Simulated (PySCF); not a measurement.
A GIAO shielding run with PySCF 2.14 (density fitting, non-relativistic, gas phase) on `InChI=1S/C6H11BO2/c1-5(2)6-3-4-8-7-9-6/h6-7H,1,3-4H2,2H3/t6-/m1/s1`:

```
$ OMP_NUM_THREADS=1 python probes_run.py task.json out

{"job": {"kind": "nmr", "xc": "PBE", "basis": "pcSseg-1", "pop": false}, "charge": 0, "multiplicity": 1}
C     -1.954139     1.337434    -0.589341
C     -1.441815     0.220537    -0.066530
C     -2.231838    -1.043903     0.088414
C     -0.019355     0.169663     0.436684
C      0.853559    -0.810107    -0.345079
C      2.287104    -0.736912     0.141638
O      2.772972     0.588178     0.144380
B      1.904953     1.624913     0.263026
O      0.563979     1.456343     0.409227
H     -2.987787     1.369213    -0.944389
H     -1.352854     2.244597    -0.664812
H     -3.269318    -0.905601    -0.244104
H     -1.801819    -1.875178    -0.494426
H     -2.252591    -1.372473     1.141785
H     -0.054460    -0.162924     1.494411
H      0.477248    -1.838294    -0.240412
H      0.800940    -0.546246    -1.415282
H      2.366661    -1.148104     1.164033
H      2.949487    -1.336924    -0.501558
H      2.341759     2.748093     0.238090
```

Hardware: 1 thread of an Arm Neoverse N1, shared host. The job also computes ring-centre shieldings.

(1) How large is the calculation?

(2) How long does it take, and how much memory does it need?

(3) And these other runs on the same molecule and hardware: GIAO shielding at PBE0/pcSseg-1?

Answers

(1) 68 electrons, 208 basis functions and 1070 auxiliary functions.

(2) 88 s of wall time, with 16 SCF cycles; peak memory 0.78 GiB. Times on a shared host scatter by some tens of per cent.

(3) PBE0/pcSseg-1: 208 functions, 67 s.
